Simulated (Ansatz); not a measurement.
Relaxation of C₃H₆OSTe (12 atoms, charge 0, multiplicity 1), to a largest force component of 0.015 eV/Å in at most 40 steps.

Computed with RKS revPBE-D4/def2-SVP in Ansatz.

```xyz
12
Properties=species:S:1:pos:R:3
C -0.314 -1.459 0.529
C 0.318 -0.167 -0.048
O 0.935 -0.465 -1.271
C -0.594 0.968 -0.261
S -1.692 0.874 -1.282
Te -0.505 2.747 0.894
H -1.059 -1.829 -0.212
H -0.861 -1.148 1.451
H 0.402 -2.174 0.786
H 1.079 0.181 0.721
H 0.319 -0.045 -1.968
H 0.599 3.406 -0.268
```

Problem. Where does it end, and by what steps?

Solution. It converged. After 22 steps the energy has fallen by 1.517 eV; H12 moved furthest, 2.33 Å.

```
step  energy less start (eV)  largest force component (eV/Å)  accepted
   0                  0.0000                           5.664       yes
   1                 -0.8324                           1.838       yes
   2                 -0.9698                           0.900       yes
   3                 -1.0350                           0.842       yes
   4                 -1.1092                           0.309       yes
   5                 -1.1674                           0.386       yes
   6                 -1.2296                           0.457       yes
   7                 -1.2971                           0.463       yes
   8                 -1.3553                           0.337       yes
   9                 -1.4061                           0.458       yes
  10                 -1.4443                           0.308       yes
  11                 -1.4695                           0.379       yes
  12                 -1.4900                           0.154       yes
  13                 -1.4982                           0.164       yes
  14                 -1.5062                           0.165       yes
  15                 -1.5131                           0.086       yes
  16                 -1.5126                           0.199        no
  17                 -1.5156                           0.053       yes
  18                 -1.5160                           0.041       yes
  19                 -1.5165                           0.054       yes
  20                 -1.5165                           0.069       yes
  21                 -1.5168                           0.036       yes
  22                 -1.5169                           0.008       yes
```

```xyz
12
Properties=species:S:1:pos:R:3
C -0.134 -0.982 0.725
C 0.385 -0.072 -0.416
O 0.702 -0.834 -1.552
C -0.656 1.012 -0.716
S -1.615 0.946 -2.053
Te -0.916 2.596 0.679
H -1.088 -1.450 0.414
H -0.297 -0.427 1.668
H 0.613 -1.782 0.897
H 1.312 0.442 -0.067
H -0.052 -0.698 -2.177
H 0.373 2.140 1.670
```

Whether the end is a true minimum wasn't checked by a vibrational analysis.

Time of the run: 83 s on 2 threads of Arm Neoverse V1 (shared host), peak memory 0.19 GiB.
